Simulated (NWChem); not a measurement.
System: SiNH$_{4}$OF; SMILES N[SiH](O)F

```xyz
8

Si     0.0801     0.0276    -0.3705
N      0.5306    -1.4698     0.2823
O      0.9604     1.1875     0.4093
F     -1.4801     0.4405    -0.1321
H      0.2457    -0.0149    -1.8421
H      0.4198    -2.3385    -0.2238
H      0.6931    -1.6055     1.2724
H      0.5343     2.0452     0.4960
```
Atoms are numbered in this order, from 1.

Program: NWChem. Geometry optimised at PBE0/def2-SVP; all other runs use it. 

```
quantity                                                          level  value
--------------------------------------------------  -------------------  -----
vertical, lowest state with f > 0.02, singlet (eV)  PBE0/def2-SVPD, TDA   7.19
solvation free energy (kcal/mol) in n-hexane         PBE0/def2-SVP, SMD      …
vertical ionisation energy, ΔSCF (eV)                     PBE0/def2-SVP      …
isotropic polarisability (bohr³), static                 PBE0/def2-SVPD      …
dipole (D)                                                PBE0/def2-SVP   0.88
highest harmonic frequency (cm⁻¹)                         PBE0/def2-SVP   3938
```

Problem. What belongs in the gaps?

Solution. 
- solvation free energy (kcal/mol) in n-hexane, value: -2.8
- vertical ionisation energy, ΔSCF (eV), value: 10.46
- isotropic polarisability (bohr³), static, value: 37.8
